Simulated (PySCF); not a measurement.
NICS in one family of compounds.

Probes without a nucleus sit at each ring's centroid and 1 Å off its mean plane on both sides; NICS is minus the shielding there, NICSzz its component along the normal. Level: GIAO PBE0/pcSseg-1 (PySCF, non-relativistic, gas phase) on the GFN2-xTB geometries, one conformer each. Atom numbers follow the mapped SMILES.

Question: Order these rings by mean NICS(1)zz, lowest (most negative) first (ppm).
A. ring C3–C4–N5–N6–C7–C8 in `[CH3:1][S:2][c:3]1[cH:4][n:5][n:6][cH:7][c:8]1[CH3:9]`
B. ring C2–C3–N4–N5–C6–C7 in `[CH3:1][c:2]1[cH:3][n:4][n:5][cH:6][c:7]1[SiH3:8]`
C. ring C2–C3–N4–N5–C6–C7 in `[CH3:1][c:2]1[cH:3][n:4][n:5][cH:6][c:7]1[N:8]([CH3:9])[CH3:10]`

Answer: B (-27.8), A (-26.3), C (-25.1).

```csv
SMILES,ring,NICS(0),NICS(1),NICS(1)zz,HOMA,rms pucker (Å),ring atoms with four or more neighbours
Cc1cnncc1[SiH3],6-membered ring with 2 N; formal bonds all aromatic,-5.2,-11.4,-27.8,0.98,0.00,0
CSc1cnncc1C,6-membered ring with 2 N; formal bonds all aromatic,-5.6,-11.1,-26.3,0.98,0.00,0
Cc1cnncc1N(C)C,6-membered ring with 2 N; formal bonds all aromatic,-6.0,-10.8,-25.1,0.95,0.02,0
```

NICS(0) gives another order. The isotropic NICS(1) gives the same order. HOMA uses Krygowski's 1993 parameters. NICS(1) and NICS(1)zz are means over the two faces.
